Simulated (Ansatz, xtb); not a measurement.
Pulling on the Bi1–Cl2 bond in BiCl3 (SMILES [Cl][Bi]([Cl])[Cl]) (multiplicity 1 held, fragments rigid). Energies count from the point at 2.450 Å.
Geometry at that point (charge 0, multiplicity 1):
```
atom    x (Å)    y (Å)    z (Å)
----  -------  -------  -------
Bi     0.0003   0.0008   0.4520
Cl    -1.8686  -1.0523  -0.7324
Cl     0.0232   2.1421  -0.7392
Cl     1.8437  -1.0935  -0.7352
```

U- levels take the lowest unrestricted solution at each point, which mixes spins at long bonds. Active spaces are followed from a long bond inwards. Levels need not reach the same state.

Frozen-core correlation. Filled d and f shells under p-block atoms count as core.

The values were computed with Ansatz (Gaussian orbitals); xtb for the GFN methods. Values without a source in brackets are computed. In def2 rows elements past Kr take small-core potentials, without spin–orbit coupling. The GFN methods have no spin term and hold the electronic entropy of 300 K.

```
level                                   energy at R = 7.841 Å (eV)
--------------------------------------  --------------------------
GFN2-xTB                                                     2.918
U-HF/def2-SVP                                                1.889
U-MP2/def2-SVP                                               2.947
U-SCS-MP2/def2-SVP                                           2.846
U-CCSD/def2-SVP                                              2.713
CASSCF(6,4)/def2-SVP                                             …
SC-NEVPT2 on CASSCF(6,4)/def2-SVP                            2.920
FIC-NEVPT4(SD) on CASSCF(6,4)/def2-SVP                       2.789
FIC-MRCISD+Q on CASSCF(6,4)/def2-SVP                         2.770
```

### Question
What belongs in the gaps?

### Answer

- CASSCF(6,4)/def2-SVP, energy at R = 7.841 Å (eV): 2.434

Doubts at one or more of the structures used: a spin-contaminated determinant (U-HF/def2-SVP, U-MP2/def2-SVP, U-SCS-MP2/def2-SVP, U-CCSD/def2-SVP); active orbitals that take no part (CASSCF(6,4)/def2-SVP, SC-NEVPT2 on CASSCF(6,4)/def2-SVP, FIC-NEVPT4(SD) on CASSCF(6,4)/def2-SVP, FIC-MRCISD+Q on CASSCF(6,4)/def2-SVP).

Ansatz is a first-principles code.
